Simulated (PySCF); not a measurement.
Job file and geometry (Å, from GFN2-xTB) of an NMR shielding run on SMILES N(B(C)C)(C)[SiH3], C3H12BNSi, GIAO PBE0/pcSseg-1 NMR shielding, non-relativistic, gas phase in PySCF 2.14.0, density-fitted response routines; density fitting, a coarse starting grid and PySCF grid level 2 are the driver's defaults:

```
$ OMP_NUM_THREADS=1 python probes_run.py task.json out

{"job": {"kind": "nmr", "xc": "PBE0", "basis": "pcSseg-1"}, "charge": 0, "multiplicity": 1}
C     -0.380429    -1.982684    -0.252833
B     -0.599840    -0.416717    -0.389301
C     -2.067296     0.149421    -0.620422
N      0.502507     0.461043    -0.316634
C      0.258172     1.895590    -0.387157
Si     2.160528    -0.080179    -0.181022
H     -1.271787    -2.494845     0.103836
H      0.439843    -2.243544     0.411983
H     -0.143800    -2.412100    -1.225916
H     -2.414763     0.704060     0.251351
H     -2.114353     0.841869    -1.459848
H     -2.793142    -0.638674    -0.805956
H     -0.485642     2.190739     0.354174
H      1.170339     2.456971    -0.195866
H     -0.116943     2.176368    -1.373957
H      2.413725    -0.595418     1.169637
H      2.430775    -1.099073    -1.196361
H      3.003347     1.093492    -0.426883
```

Q: What does the program print?

A: 
```
coarse grid: 14472 points
cycle   1  E = -490.1864036460  dE =  3.190e-01  |g| = 5.124e-01  |ddm| = 3.532e+00
cycle   2  E = -490.1630497479  dE =  2.335e-02  |g| = 6.008e-01  |ddm| = 1.006e+00
cycle   3  E = -490.2532877940  dE = -9.024e-02  |g| = 7.319e-02  |ddm| = 5.919e-01
cycle   4  E = -490.2541918169  dE = -9.040e-04  |g| = 3.252e-02  |ddm| = 7.093e-02
cycle   5  E = -490.2544242736  dE = -2.325e-04  |g| = 4.644e-03  |ddm| = 2.569e-02
cycle   6  E = -490.2544290196  dE = -4.746e-06  |g| = 1.364e-03  |ddm| = 5.223e-03
final grid: 132216 points
cycle   7  E = -490.2843445880  dE = -3.946e-05  |g| = 8.275e-03  |ddm| = 2.652e-02
cycle   8  E = -490.2843385479  dE =  6.040e-06  |g| = 9.683e-03  |ddm| = 1.544e-02
cycle   9  E = -490.2843619075  dE = -2.336e-05  |g| = 1.003e-03  |ddm| = 8.519e-03
cycle  10  E = -490.2843621102  dE = -2.027e-07  |g| = 2.230e-04  |ddm| = 8.041e-04
cycle  11  E = -490.2843621204  dE = -1.024e-08  |g| = 4.031e-05  |ddm| = 1.866e-04
cycle  12  E = -490.2843621208  dE = -3.485e-10  |g| = 1.300e-05  |ddm| = 4.800e-05
converged SCF energy = -490.2843621208

GIAO shielding tensors (ppm)
atom      isotropic    diamagn.    paramagn.     s11        s22        s33       span
  0 C      177.713     255.144     -77.431    168.823    174.651    189.665     20.841
  1 B       48.504     191.594    -143.090     12.327     24.356    108.830     96.503
  2 C      179.668     253.671     -74.002    172.019    178.375    188.611     16.592
  3 N      172.567     327.172    -154.604     64.365    213.315    240.022    175.657
  4 C      146.089     244.121     -98.032    123.190    134.238    180.840     57.650
  5 Si     391.746     881.103    -489.358    330.952    379.898    464.387    133.435
  6 H       30.988      31.839      -0.851     26.593     29.784     36.588      9.995
  7 H       31.359      33.365      -2.005     26.454     31.192     36.431      9.977
  8 H       31.108      31.393      -0.285     27.514     29.195     36.615      9.101
  9 H       31.263      31.787      -0.524     27.130     29.690     36.970      9.839
 10 H       31.290      31.602      -0.312     26.756     30.406     36.709      9.953
 11 H       31.088      31.253      -0.165     26.687     30.000     36.579      9.892
 12 H       28.740      30.748      -2.008     24.428     27.516     34.278      9.850
 13 H       28.982      30.240      -1.258     24.109     28.709     34.127     10.018
 14 H       28.545      29.892      -1.347     24.538     26.532     34.566     10.028
 15 H       26.724      30.376      -3.652     23.362     24.865     31.944      8.582
 16 H       26.855      30.434      -3.580     23.234     25.765     31.564      8.330
 17 H       27.155      30.157      -3.002     23.910     26.251     31.305      7.395
```

Size and cost of the density-fitted run: 169 basis functions, 42 s wall time on 1 thread of an Arm Neoverse N1, shared host; peak memory 0.74 GiB.
